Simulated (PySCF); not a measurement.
Molfile (atoms numbered from 1):
```
C8H15B
     RDKit          3D

 24 24  0  0  0  0  0  0  0  0999 V2000
   -3.3925   -0.0086   -1.3177 C   0  0  0  0  0  0  0  0  0  0  0  0
   -2.6870   -0.1473   -0.1942 C   0  0  0  0  0  0  0  0  0  0  0  0
   -1.5980    0.7665    0.2679 C   0  0  0  0  0  0  0  0  0  0  0  0
   -0.2388    0.0797    0.4514 C   0  0  2  0  0  0  0  0  0  0  0  0
    0.7773    1.0135    1.1149 C   0  0  0  0  0  0  0  0  0  0  0  0
    2.2753    0.5710    1.0306 B   0  0  0  0  0  0  0  0  0  0  0  0
    2.7167   -0.4514   -0.0658 C   0  0  0  0  0  0  0  0  0  0  0  0
    1.5877   -1.2890   -0.6665 C   0  0  0  0  0  0  0  0  0  0  0  0
    0.3065   -0.4846   -0.8607 C   0  0  0  0  0  0  0  0  0  0  0  0
   -3.2103    0.8263   -2.0025 H   0  0  0  0  0  0  0  0  0  0  0  0
   -4.1776   -0.7173   -1.5944 H   0  0  0  0  0  0  0  0  0  0  0  0
   -2.9023   -1.0022    0.4615 H   0  0  0  0  0  0  0  0  0  0  0  0
   -1.4887    1.6096   -0.4373 H   0  0  0  0  0  0  0  0  0  0  0  0
   -1.8906    1.2086    1.2381 H   0  0  0  0  0  0  0  0  0  0  0  0
   -0.3944   -0.7806    1.1322 H   0  0  0  0  0  0  0  0  0  0  0  0
    0.7973    1.9838    0.5654 H   0  0  0  0  0  0  0  0  0  0  0  0
    0.4723    1.3002    2.1361 H   0  0  0  0  0  0  0  0  0  0  0  0
    3.1090    1.1199    1.7237 H   0  0  0  0  0  0  0  0  0  0  0  0
    3.1304    0.2351   -0.8405 H   0  0  0  0  0  0  0  0  0  0  0  0
    3.5867   -1.0584    0.2352 H   0  0  0  0  0  0  0  0  0  0  0  0
    1.8970   -1.7410   -1.6237 H   0  0  0  0  0  0  0  0  0  0  0  0
    1.3688   -2.1376    0.0061 H   0  0  0  0  0  0  0  0  0  0  0  0
   -0.4638   -1.1105   -1.3390 H   0  0  0  0  0  0  0  0  0  0  0  0
    0.4929    0.3532   -1.5606 H   0  0  0  0  0  0  0  0  0  0  0  0
  1  2  2  0
  2  3  1  0
  3  4  1  0
  4  5  1  0
  5  6  1  0
  6  7  1  0
  7  8  1  0
  8  9  1  0
  9  4  1  0
  1 10  1  0
  1 11  1  0
  2 12  1  0
  3 13  1  0
  3 14  1  0
  4 15  1  1
  5 16  1  0
  5 17  1  0
  6 18  1  0
  7 19  1  0
  7 20  1  0
  8 21  1  0
  8 22  1  0
  9 23  1  0
  9 24  1  0
M  END
```

Geometry: PBE0-D3(BJ)/def2-SVP; GIAO absolute shieldings from PySCF 2.14.0 with density-fitted response routines, gas phase, non-relativistic, averaged over equivalent atoms.

At mPW1PW91/pcSseg-1 (228 basis functions, 46 s wall time on 1 thread of an Arm Neoverse V2, shared host):
```csv
atoms,σ (ppm)
C2,35.3
C1,59.5
C3,134.9
C5,145.4
C4,147.6
C9,149.9
C7,153.0
C8,158.0
B6,14.1
H18,23.77
H12,25.41
H10,25.99
H11,26.00
H14,29.03
H20,29.26
H17,29.27
H23,29.42
H21,29.54
H13,29.76
H22,30.01
H15,30.08
H19,30.63
H24,30.75
H16,30.86
```

Predict the values at PBE0/pcSseg-1 on the same geometry.

## Answers


```json
{"atoms": "C2", "σ at PBE0/pcSseg-1": "36.0", "change": "+0.7"}
{"atoms": "C1", "σ at PBE0/pcSseg-1": "60.4", "change": "+0.9"}
{"atoms": "C3", "σ at PBE0/pcSseg-1": "135.4", "change": "+0.5"}
{"atoms": "C5", "σ at PBE0/pcSseg-1": "145.7", "change": "+0.3"}
{"atoms": "C4", "σ at PBE0/pcSseg-1": "148.2", "change": "+0.6"}
{"atoms": "C9", "σ at PBE0/pcSseg-1": "150.5", "change": "+0.6"}
{"atoms": "C7", "σ at PBE0/pcSseg-1": "153.4", "change": "+0.4"}
{"atoms": "C8", "σ at PBE0/pcSseg-1": "158.9", "change": "+0.9"}
{"atoms": "B6", "σ at PBE0/pcSseg-1": "13.5", "change": "-0.6"}
{"atoms": "H18", "σ at PBE0/pcSseg-1": "23.65", "change": "-0.12"}
{"atoms": "H12", "σ at PBE0/pcSseg-1": "25.33", "change": "-0.08"}
{"atoms": "H10", "σ at PBE0/pcSseg-1": "25.92", "change": "-0.07"}
{"atoms": "H11", "σ at PBE0/pcSseg-1": "25.94", "change": "-0.06"}
{"atoms": "H14", "σ at PBE0/pcSseg-1": "28.96", "change": "-0.07"}
{"atoms": "H20", "σ at PBE0/pcSseg-1": "29.18", "change": "-0.08"}
{"atoms": "H17", "σ at PBE0/pcSseg-1": "29.18", "change": "-0.09"}
{"atoms": "H23", "σ at PBE0/pcSseg-1": "29.35", "change": "-0.07"}
{"atoms": "H21", "σ at PBE0/pcSseg-1": "29.47", "change": "-0.07"}
{"atoms": "H13", "σ at PBE0/pcSseg-1": "29.72", "change": "-0.04"}
{"atoms": "H22", "σ at PBE0/pcSseg-1": "29.95", "change": "-0.06"}
{"atoms": "H15", "σ at PBE0/pcSseg-1": "30.02", "change": "-0.06"}
{"atoms": "H19", "σ at PBE0/pcSseg-1": "30.56", "change": "-0.07"}
{"atoms": "H24", "σ at PBE0/pcSseg-1": "30.70", "change": "-0.05"}
{"atoms": "H16", "σ at PBE0/pcSseg-1": "30.80", "change": "-0.06"}
```

The largest change is at C8 (sp3 CH2 in a ring). Cost: 228 basis functions, 57 s wall time on 1 thread of an Arm Neoverse V2, shared host. The order of the carbon signals is the same at both levels.

A carbon bonded to boron is broadened by the quadrupolar boron nucleus and is often missing from a measured spectrum.
